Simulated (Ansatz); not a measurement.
`C[Si](S)(Cl)Cl` + HCl → `S[Si](Cl)(Cl)Cl` + CH₄ at 700 K and 1 bar (ligand exchange at the Si–C bond).

Computed with Ansatz on PBE0-D4/def2-TZVP structures; ΔE is electronic, products minus reactants. CCSD(T)/CBS adds triple-zeta CCSD(T) − MP2 to the extrapolated MP2 energy (def2 sets, frozen cores). This one scheme is used for every species. Each species was taken in one conformer, which may not be the lowest.

| species | CCSD(T)/CBS energy (Eh) | H − E (kJ/mol) | S (J/(mol·K)) |
| --- | --- | --- | --- |
| `C[Si](S)(Cl)Cl` | -1647.02782 | 212.1 | 488.3 |
| HCl | -460.38127 | 38.4 | 211.8 |
| `S[Si](Cl)(Cl)Cl` | -2066.97878 | 107.7 | 461.4 |
| CH₄ | -40.46206 | 145.9 | 224.0 |

H − E and S are ideal-gas, rigid-rotor, harmonic terms from PBE0-D4/def2-TZVP, for one conformer and one mirror image of each species. 1 Eh = 2625.50 kJ/mol, R = 8.31446 J/(mol·K).

Problem. By hand: ΔE, ΔH, ΔS and ΔG.

Solution. ΔE = (-2066.97878) + (-40.46206) − (-1647.02782) − (-460.38127) = -0.03175 Eh = -83.4 kJ/mol. Δ(H − E) = 107.7 + 145.9 − 212.1 − 38.4 = 3.1, so ΔH = -80.3 kJ/mol. ΔS = 461.4 + 224.0 − 488.3 − 211.8 = -14.7 J/(mol·K). ΔG = -80.3 − 700 × (-14.7)/1000 = -70.0 kJ/mol.

Problem. By hand: the equilibrium constant, and the temperature at which ΔG would vanish if ΔH and ΔS stayed fixed.

Solution. log₁₀ K = −ΔG/(RT ln 10) = 5.2. ΔG = 0 at ΔH/ΔS = 5463 K, far beyond where these terms or the molecules hold.

The number of gas molecules stays the same, so ΔS is small and ΔH decides. A doubt of 5 kJ/mol in ΔE shifts log₁₀ K by 0.4 here. Other conformers and mirror images would add mixing entropy, several J/(mol·K) or more a flexible species. These are equilibria of isolated gas molecules and say nothing of rates. Largest T1 diagnostic: 0.010 (customary marks: 0.02 for closed shells, 0.045 for open ones).
